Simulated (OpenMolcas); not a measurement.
# Multiconfigurational calculation on O2+

Input:

```
&GATEWAY
Coord
1

O 0.0 0.0 0.0
Basis=ANO-R2
Group=XYZ
NoMove
AngMom=0.0 0.0 0.0
AMFI
&SEWARD
* reference wave functions (RASSCF and RASSI steps not shown): 4 electrons in 4 orbitals (2s 2p)
>>> COPY JOB001 $Project.JobIph
&CASPT2
Multistate=3 1 2 3
Frozen=0 0
IPEA=0.2
Imaginary=0.05
MaxIter=60
WThr=0.0 0.3 0.05
PrWF=0.5
NoMix
>>> COPY JOB002 $Project.JobIph
&CASPT2
Multistate=6 1 2 3 4 5 6
Frozen=0 0
IPEA=0.2
Imaginary=0.05
MaxIter=60
WThr=0.0 0.3 0.05
PrWF=0.5
NoMix
>>> COPY JOB003 $Project.JobIph
&CASPT2
Multistate=1 1
Frozen=0 0
IPEA=0.2
Imaginary=0.05
MaxIter=60
WThr=0.0 0.3 0.05
PrWF=0.5
NoMix
...
```

Launched by
```bash
OMP_NUM_THREADS=1 MOLCAS_MEM=2252 MOLCAS_PROJECT=a pymolcas a.inp > a.log  # once for each step of the input, in one work folder
```

Output, cut to the results:

```
--- CASPT2 ---
Orbital specifications:
      -----------------------

      Symmetry species                           1   2
                                                ag  au
      Frozen orbitals                            0   0
      Inactive orbitals                          1   0
      Active orbitals                            1   3
      Secondary orbitals                        12  16
      Deleted orbitals                           0   0
      Number of basis functions                 14  19
Type of calculation                        MS-CASPT2
      Fock operator                              state-specific
      IPEA shift                                 0.20
      Real shift                                 0.00
      Imaginary shift                            0.05
      The input orbitals will be transformed to quasi-canonical
Reference energy:         -73.1768993523
      E2 (Non-variational):      -0.0824592573
      Shift correction:          -0.0000078886
      E2 (Variational):          -0.0824671459
      Total energy:             -73.2593664982
      Residual norm:              0.0000001687
      Reference weight:           0.98630
      Contributions to the CASPT2 correlation energy
      Active & Virtual Only:         -0.0719753284
      One Inactive Excited:          -0.0058057061
      Two Inactive Excited:          -0.0046782227
Reference energy:         -73.1768993523
      E2 (Non-variational):      -0.0824592581
      Shift correction:          -0.0000078886
      E2 (Variational):          -0.0824671466
      Total energy:             -73.2593664990
      Residual norm:              0.0000001687
      Reference weight:           0.98630
      Contributions to the CASPT2 correlation energy
      Active & Virtual Only:         -0.0719753292
      One Inactive Excited:          -0.0058057061
      Two Inactive Excited:          -0.0046782227
::    CASPT2 Root  1     Total energy:    -73.25936650
::    CASPT2 Root  2     Total energy:    -73.25936650
::    CASPT2 Root  3     Total energy:    -73.25936650
::    MS-CASPT2 Root  1     Total energy:    -73.25936650
::    MS-CASPT2 Root  2     Total energy:    -73.25936650
::    MS-CASPT2 Root  3     Total energy:    -73.25936650
--- CASPT2 ---
Orbital specifications:
      -----------------------

      Symmetry species                           1   2
                                                ag  au
      Frozen orbitals                            0   0
      Inactive orbitals                          1   0
      Active orbitals                            1   3
      Secondary orbitals                        12  16
      Deleted orbitals                           0   0
      Number of basis functions                 14  19
Type of calculation                        MS-CASPT2
      Fock operator                              state-specific
      IPEA shift                                 0.20
      Real shift                                 0.00
      Imaginary shift                            0.05
      The input orbitals will be transformed to quasi-canonical
Reference energy:         -73.0738521307
      E2 (Non-variational):      -0.0930440447
      Shift correction:          -0.0000092477
      E2 (Variational):          -0.0930532924
      Total energy:             -73.1669054231
      Residual norm:              0.0000001092
      Reference weight:           0.98414
      Contributions to the CASPT2 correlation energy
      Active & Virtual Only:         -0.0826591995
      One Inactive Excited:          -0.0056976659
      Two Inactive Excited:          -0.0046871793
Reference energy:         -73.0738521307
      E2 (Non-variational):      -0.0930512013
      Shift correction:          -0.0000092491
      E2 (Variational):          -0.0930604504
      Total energy:             -73.1669125811
      Residual norm:              0.0000001094
      Reference weight:           0.98413
      Contributions to the CASPT2 correlation energy
      Active & Virtual Only:         -0.0826665290
      One Inactive Excited:          -0.0056975128
      Two Inactive Excited:          -0.0046871595
::    CASPT2 Root  1     Total energy:    -73.16690542
::    CASPT2 Root  2     Total energy:    -73.16691258
::    CASPT2 Root  3     Total energy:    -73.16690590
::    CASPT2 Root  4     Total energy:    -73.16689269
::    CASPT2 Root  5     Total energy:    -73.16689819
::    CASPT2 Root  6     Total energy:    -73.06544413
::    MS-CASPT2 Root  1     Total energy:    -73.16699412
::    MS-CASPT2 Root  2     Total energy:    -73.16692099
::    MS-CASPT2 Root  3     Total energy:    -73.16691283
::    MS-CASPT2 Root  4     Total energy:    -73.16689443
::    MS-CASPT2 Root  5     Total energy:    -73.16679323
::    MS-CASPT2 Root  6     Total energy:    -73.06544332
--- CASPT2 ---
Orbital specifications:
      -----------------------

      Symmetry species                           1   2
                                                ag  au
      Frozen orbitals                            0   0
      Inactive orbitals                          1   0
      Active orbitals                            1   3
      Secondary orbitals                        12  16
      Deleted orbitals                           0   0
      Number of basis functions                 14  19
Type of calculation                        SS-CASPT2
      Fock operator                              state-specific
      IPEA shift                                 0.20
      Real shift                                 0.00
      Imaginary shift                            0.05
      The input orbitals will be transformed to quasi-canonical
Reference energy:         -72.9541847357
      E2 (Non-variational):      -0.0423343339
      Shift correction:          -0.0000024577
      E2 (Variational):          -0.0423367916
      Total energy:             -72.9965215273
      Residual norm:              0.0000006218
      Reference weight:           0.99476
...
```

Levels above the lowest, from the spin-orbit matrix with the single-state CASPT2 energies, averaged by term, on its diagonal:

| Configuration | Term | J | E (eV) | Measured (eV) | g | Term weight % |
| --- | --- | --- | --- | --- | --- | --- |
| 2s² 2p² | ³P | 0 | 0.0000 | 0.0000 |  | 100 |
| 2s² 2p² | ³P | 1 | 0.0132 | 0.0140 | 1.501 | 100 |
| 2s² 2p² | ³P | 2 | 0.0388 |  | 1.501 | 100 |
| 2s² 2p² | ¹D | 2 | 2.542 | 2.5136 | 1.000 | 100 |
| 2s² 2p² | ¹S | 0 | 5.303 | 5.3543 |  | 100 |
| 2s 2p³ | ⁵S° | 2 | 7.178 | 7.4793 | 2.002 | 100 |
| 2s 2p³ | ³D° | 2 | 14.656 |  | 1.167 | 100 |
| 2s 2p³ | ³D° | 1 | 14.656 |  | 0.499 | 100 |
| 2s 2p³ | ³D° | 3 | 14.656 |  | 1.334 | 100 |
| 2s 2p³ | ³P° | 0 | 17.592 |  |  | 100 |
| 2s 2p³ | ³P° | 1 | 17.592 |  | 1.501 | 100 |
| 2s 2p³ | ³P° | 2 | 17.592 |  | 1.501 | 100 |
| 2s 2p³ | ¹D° | 2 | 23.335 | 23.1917 | 1.000 | 100 |
| 2s 2p³ | ³S° | 1 | 24.597 | 24.4358 | 2.002 | 100 |
| 2s 2p³ | ¹P° | 1 | 26.230 | 26.0939 | 1.000 | 100 |

Against the 7 measured excited levels shown (Moore, Selected Tables of Atomic Spectra, NSRDS-NBS 3, section 11) the mean absolute deviation is 950 cm-1; the largest miss in energy is 2s 2p³ ⁵S°₂: computed 7.178, measured 7.4793 eV (-4.0 %), and the largest in proportion 2s² 2p² ³P₁ (-6.2 %).

Term energies are means over components that CASPT2 splits; among the terms shown or strongly mixed into the levels shown the widest spread is 96 cm-1 (2s 2p³ ¹D°). Measured partners are found by configuration, term and J. A level has none where our copy of the source lacks it or the pairing is in doubt (some pairs that miss far off the trend of their configuration count as doubtful), and it then counts in no deviation. Only configurations of the active space appear. The first state left out of the spin-orbit step lies near 300000 cm-1 above the lowest spin-free state of the reference (among the parities and spins computed), and the list stops at four fifths of that energy or lower.

The CASPT2 steps took 2.2 s on 1 thread of Intel(R) Xeon(R) Platinum 8488C (Sapphire Rapids), on a shared host; the integral step is not counted.

The term weight is that of the spin-free term in the level, not the purity of its configuration. ° marks odd parity.
